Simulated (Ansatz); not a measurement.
Reaction (substitution at a C–C bond): `CCCCBr` + HBr → `BrCBr` + `CCC`

Computed with Ansatz on PBE0-D4/def2-TZVP structures; ΔE is electronic, products minus reactants. CBS: MP2 limit from def2 TZ/QZ plus the TZ coupled-cluster correction, frozen cores. For Br outer-core shells are correlated without core-valence functions, which leaves a few kJ/mol of doubt a bond. Scalar relativity is left out up to krypton. Each species was taken in one conformer, which may not be the lowest.

```tsv
species	CCSD(T)/CBS(def2) energy (Eh)
`CCCCBr`	-2730.96075
HBr	-2573.91920
`BrCBr`	-5185.88409
`CCC`	-118.98051
```

Task: Work out ΔE.

Result: ΔE = (-5185.88409) + (-118.98051) − (-2730.96075) − (-2573.91920) = 0.01535 Eh = +40.3 kJ/mol.

Task: What do rigid-rotor, harmonic-oscillator terms from PBE0-D4/def2-TZVP frequencies (298.15 K, 1 bar) make of the CCSD(T)/CBS value? (An estimate is asked.)

Result: Ansatz gave: ΔZPE = +6.4 kJ/mol, ΔH = +44.9 kJ/mol, ΔS = 15 J/(mol·K), ΔG = +40.6 kJ/mol.

Largest T1 diagnostic among the species: 0.008.

Leaving LDA and LC-ωPBE aside and taking each functional with its dispersion term where it has one, the values, not all of them listed here, spread over 11.7 kJ/mol, from BLYP-D4 to r2SCAN0-D4. LDA lies +15.3 kJ/mol from PBE without D4. From r2SCAN to r2SCAN0 (25 % exact exchange), in def2-TZVPP and without D4, ΔE moves by +3.5 kJ/mol. At CCSD(T), def2-SVP lies +15.9 kJ/mol from the extrapolated value and def2-TZVPP +0.3 kJ/mol.
